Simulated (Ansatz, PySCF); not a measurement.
System: C₃, net charge 0, singlet state. SMILES: [C]=C=[C]
Coordinates optimised at B3LYP-D3(BJ)/def2-TZVP (Ansatz, an electronic-structure program):
```xyz
3

C      0.0000     0.0000    -1.2873
C      0.0000     0.0000     0.0000
C      0.0000     0.0000     1.2873
```

Quantity: vertical ionisation energy (to the doublet state of charge +1; each state is the SCF solution reached for its spin; for the doublet the Hartree-Fock reference is unstable and T1 is 0.034; for the singlet the Hartree-Fock reference is unstable and T1 is 0.023), in eV. Cores are frozen in the correlated levels unless marked. Open shells are spin-unrestricted. Spin-orbit coupling is left out. Non-relativistic.  The program attaches cautions to a run behind CCSD/aug-cc-pVTZ: large difference. The program attaches cautions to a run behind CCSD(T)/aug-cc-pVDZ: large difference.

| level | program | vertical ionisation energy (eV) |
|---|---|---|
| SVWN5/def2-TZVPD | Ansatz | 11.85 |
| PBE/def2-TZVPD | Ansatz | 11.72 |
| B3LYP/def2-TZVPD | Ansatz | 12.24 |
| BHLYP/def2-TZVPD | Ansatz | 12.15 |
| CAM-B3LYP/def2-TZVPD | Ansatz | 12.34 |
| wB97M-V/def2-TZVPD | Ansatz | 12.34 |
| wB97X-V/def2-TZVPD | Ansatz | 12.33 |
| CCSD/aug-cc-pVTZ | Ansatz | 12.30 |
| CCSD(T)/aug-cc-pVDZ | Ansatz | 11.66 |

For comparison, minus the highest occupied orbital energy (PySCF): 11.17 eV at CAM-B3LYP/def2-TZVPD, 8.76 eV at TPSSh/def2-TZVPD, 8.13 eV at M06-L/def2-TZVPD.
